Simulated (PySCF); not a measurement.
Species: `FB1CCCCC1`. The columns A, B, C and D hold Mulliken, IAO, Hirshfeld and ESP-fitted charges (e) of one PBE0/pcSseg-1 density (PySCF), in a shuffled order. Coordinates in Å (PBE0-D3(BJ)/def2-SVP); the density's dipole moment is (-0.46, -1.30, 0.13) D.

```
atom       x       y       z       A       B       C       D
  F1   0.794   2.738  -0.149  -0.314  -0.288  -0.344  -0.144
  B2   0.348   1.479  -0.132  +0.547  +0.630  +0.604  +0.255
  C3  -1.192   1.212  -0.025  -0.437  -0.467  -0.300  -0.150
  C4  -1.598  -0.184  -0.507  -0.240  -0.217  +0.041  -0.065
  C5  -0.620  -1.265  -0.052  -0.251  -0.248  -0.115  -0.067
  C6   0.793  -1.031  -0.580  -0.240  -0.217  +0.054  -0.065
  C7   1.382   0.301  -0.107  -0.437  -0.467  -0.285  -0.150
  H8  -1.782   2.013  -0.501  +0.149  +0.142  +0.061  +0.041
  H9  -1.407   1.305   1.061  +0.157  +0.144  +0.070  +0.046
 H10  -1.635  -0.190  -1.612  +0.123  +0.115  +0.012  +0.034
 H11  -2.619  -0.432  -0.173  +0.131  +0.121  +0.009  +0.036
 H12  -0.980  -2.254  -0.379  +0.134  +0.123  +0.026  +0.039
 H13  -0.599  -1.299   1.054  +0.119  +0.108  +0.036  +0.032
 H14   1.448  -1.871  -0.294  +0.131  +0.121  +0.004  +0.036
 H15   0.759  -1.041  -1.684  +0.123  +0.115  +0.008  +0.034
 H16   1.668   0.220   0.963  +0.157  +0.144  +0.065  +0.046
 H17   2.316   0.563  -0.631  +0.149  +0.142  +0.056  +0.041
```

Q: Which column most likely holds the ESP-fitted charges?

A: C. Σ q r misses the density's dipole by 0.05 D (C), 0.17 D (B), 0.58 D (D), 0.62 D (A). Charges fitted to the outside potential are the only set here that is tied to the molecule's multipoles.

Q: And the Hirshfeld charges?

A: D. The mean sizes are 0.075 e (D), 0.123 e (C), 0.224 e (B), 0.226 e (A), and Hirshfeld charges are commonly the smallest of these schemes.

As computed, A = IAO, B = Mulliken, C = ESP-fitted, D = Hirshfeld. Hydrogens on carbon: IAO +0.12 to +0.16, Mulliken +0.11 to +0.14, ESP-fitted 0.00 to +0.07, Hirshfeld +0.03 to +0.05 e.

The Hirshfeld scheme divides the density at each point in proportion to the densities of the neutral, spherically averaged free atoms. The Mulliken scheme counts on each atom the diagonal of the density matrix times the overlap matrix over that atom's basis functions.

The structure is a single PBE0-D3(BJ)/def2-SVP conformer in the gas phase; no vibrational or solvent corrections.
